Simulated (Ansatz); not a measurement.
One change: `CC(C)[NH][Ge]([Cl])([Cl])[Cl]` becomes `[NH2][Ge]([Cl])([Cl])[Cl]`.

Ansatz, PBE0-D4/def2-TZVP geometries, multiplicity 1. Each molecule was computed in one conformer, which needn't be the lowest.

Scalar relativity is left out up to krypton.

| property | `CC(C)[NH][Ge]([Cl])([Cl])[Cl]` |
| --- | --- |
| HOMO energy (PBE/def2-TZVPP) / eV | -6.24 |
| HOMO–LUMO gap (PBE/def2-TZVPP) / eV | 4.01 |
| HOMO–LUMO gap (B3LYP/def2-TZVPP) / eV | 5.85 |
| HOMO–LUMO gap (PBE0/def2-TZVPP) / eV | 6.41 |
| size of the dipole moment (ωB97M-V/def2-TZVPP) / D | 2.78 |
| LUMO energy (ωB97M-V/def2-TZVPP) / eV | 0.84 |

Problem. What does the change do to each property? (An estimate is asked.)

Solution. Ansatz gave: 
```
                                          property  `[NH2][Ge]([Cl])([Cl])[Cl]`  shift
                 HOMO energy (PBE/def2-TZVPP) / eV                        -7.07  -0.83
               HOMO–LUMO gap (PBE/def2-TZVPP) / eV                         4.75   0.74
             HOMO–LUMO gap (B3LYP/def2-TZVPP) / eV                         6.65   0.80
              HOMO–LUMO gap (PBE0/def2-TZVPP) / eV                         7.25   0.84
size of the dipole moment (ωB97M-V/def2-TZVPP) / D                         2.33  -0.45
             LUMO energy (ωB97M-V/def2-TZVPP) / eV                         0.74  -0.10
```

With PBE0 the HOMO falls by 0.95 eV and the LUMO falls by 0.10 eV, so the gap widens by about 0.85 eV. PBE moves the HOMO by -0.83 eV and ωB97M-V by -0.97 eV. The zero-point energy changes by -222.8 kJ/mol with -27 modes. Dipoles are sizes alone; their direction can turn.

B3LYP here is the variant with VWN-RPA as its local correlation; programs differ in this.
